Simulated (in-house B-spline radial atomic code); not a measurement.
Whole-atom quantities along the 7-electron series, configuration [He] 2s2 2p3. Computed with a radial B-spline atomic code at the basis-set limit: non-relativistic Hartree-Fock, average of the configuration, point nuclei.

This level leaves out relativity, spin-orbit splitting included, which matters for heavy ions.

```json
{"ion": "Ca13+", "Z": "20", "E/Z² (Eh)": "-1.4186", "Σ<r²> (bohr²)": "0.61178", "n(0)/Z³ (bohr⁻³)": "0.66878", "Lamb diamagnetic shielding (ppm)": "1075.86", "repulsion over attraction": "0.063785"}
{"ion": "Sc14+", "Z": "21", "E/Z² (Eh)": "-1.4278", "Σ<r²> (bohr²)": "0.5459", "n(0)/Z³ (bohr⁻³)": "0.67087", "Lamb diamagnetic shielding (ppm)": "1133.55", "repulsion over attraction": "0.060936"}
{"ion": "Ti15+", "Z": "22", "E/Z² (Eh)": "-1.4363", "Σ<r²> (bohr²)": "0.49015", "n(0)/Z³ (bohr⁻³)": "0.67278", "Lamb diamagnetic shielding (ppm)": "1191.25", "repulsion over attraction": "0.058328"}
{"ion": "V16+", "Z": "23", "E/Z² (Eh)": "-1.444", "Σ<r²> (bohr²)": "0.44254", "n(0)/Z³ (bohr⁻³)": "0.67453", "Lamb diamagnetic shielding (ppm)": "1248.95", "repulsion over attraction": "0.055932"}
{"ion": "Cr17+", "Z": "24", "E/Z² (Eh)": "-1.4512", "Σ<r²> (bohr²)": "0.40156", "n(0)/Z³ (bohr⁻³)": "0.67616", "Lamb diamagnetic shielding (ppm)": "1306.64", "repulsion over attraction": "0.053723"}
{"ion": "Mn18+", "Z": "25", "E/Z² (Eh)": "-1.4578", "Σ<r²> (bohr²)": "0.36603", "n(0)/Z³ (bohr⁻³)": "0.67766", "Lamb diamagnetic shielding (ppm)": "1364.33", "repulsion over attraction": "0.05168"}
{"ion": "Fe19+", "Z": "26", "E/Z² (Eh)": "-1.4639", "Σ<r²> (bohr²)": "0.33503", "n(0)/Z³ (bohr⁻³)": "0.67905", "Lamb diamagnetic shielding (ppm)": "1422.03", "repulsion over attraction": "0.049786"}
{"ion": "Co20+", "Z": "27", "E/Z² (Eh)": "-1.4696", "Σ<r²> (bohr²)": "0.30781", "n(0)/Z³ (bohr⁻³)": "0.68034", "Lamb diamagnetic shielding (ppm)": "1479.72", "repulsion over attraction": "0.048024"}
{"ion": "Ni21+", "Z": "28", "E/Z² (Eh)": "-1.4749", "Σ<r²> (bohr²)": "0.28379", "n(0)/Z³ (bohr⁻³)": "0.68155", "Lamb diamagnetic shielding (ppm)": "1537.41", "repulsion over attraction": "0.046383"}
{"ion": "Cu22+", "Z": "29", "E/Z² (Eh)": "-1.4799", "Σ<r²> (bohr²)": "0.26247", "n(0)/Z³ (bohr⁻³)": "0.68268", "Lamb diamagnetic shielding (ppm)": "1595.1", "repulsion over attraction": "0.044849"}
{"ion": "Zn23+", "Z": "30", "E/Z² (Eh)": "-1.4845", "Σ<r²> (bohr²)": "0.24348", "n(0)/Z³ (bohr⁻³)": "0.68374", "Lamb diamagnetic shielding (ppm)": "1652.8", "repulsion over attraction": "0.043413"}
{"ion": "Ga24+", "Z": "31", "E/Z² (Eh)": "-1.4889", "Σ<r²> (bohr²)": "0.22647", "n(0)/Z³ (bohr⁻³)": "0.68474", "Lamb diamagnetic shielding (ppm)": "1710.49", "repulsion over attraction": "0.042065"}
{"ion": "Ge25+", "Z": "32", "E/Z² (Eh)": "-1.493", "Σ<r²> (bohr²)": "0.21119", "n(0)/Z³ (bohr⁻³)": "0.68567", "Lamb diamagnetic shielding (ppm)": "1768.18", "repulsion over attraction": "0.040799"}
{"ion": "As26+", "Z": "33", "E/Z² (Eh)": "-1.4968", "Σ<r²> (bohr²)": "0.19741", "n(0)/Z³ (bohr⁻³)": "0.68655", "Lamb diamagnetic shielding (ppm)": "1825.87", "repulsion over attraction": "0.039606"}
{"ion": "Se27+", "Z": "34", "E/Z² (Eh)": "-1.5004", "Σ<r²> (bohr²)": "0.18493", "n(0)/Z³ (bohr⁻³)": "0.68738", "Lamb diamagnetic shielding (ppm)": "1883.56", "repulsion over attraction": "0.03848"}
{"ion": "Br28+", "Z": "35", "E/Z² (Eh)": "-1.5039", "Σ<r²> (bohr²)": "0.17361", "n(0)/Z³ (bohr⁻³)": "0.68817", "Lamb diamagnetic shielding (ppm)": "1941.25", "repulsion over attraction": "0.037417"}
{"ion": "Kr29+", "Z": "36", "E/Z² (Eh)": "-1.5071", "Σ<r²> (bohr²)": "0.16329", "n(0)/Z³ (bohr⁻³)": "0.68892", "Lamb diamagnetic shielding (ppm)": "1998.94", "repulsion over attraction": "0.03641"}
```

(1) With what power of Z does the column «Σ<r²> (bohr²)» change over this range?

Results:

(1) A fit of the logarithm of its size against log Z from Z = 20 to 36 has slope -2.24. Unscreened non-relativistic hydrogenic orbitals would give -2.
